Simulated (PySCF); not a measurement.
All values below come from TPSSh-D3(BJ)/def2-TZVPD // CAM-B3LYP-D3(BJ)/def2-TZVPD (PySCF). All species are isolated molecules in the gas phase. One relaxed conformer stands for a flexible species; it need not be the lowest. 

Reference species (SMILES): `C(C[SiH2][O-])#N` (charge -1, multiplicity 1).

```
Quantity     Value
--------  --------
HOMO      -1.32 eV
```

Changed species: `[O-][SiH2]Br` (X = bromo, proton removed; the reference has X = cyanomethyl, proton removed).

Task: Predict the effect on the HOMO.

Result: the HOMO falls by 0.16 eV, to -1.48 eV.
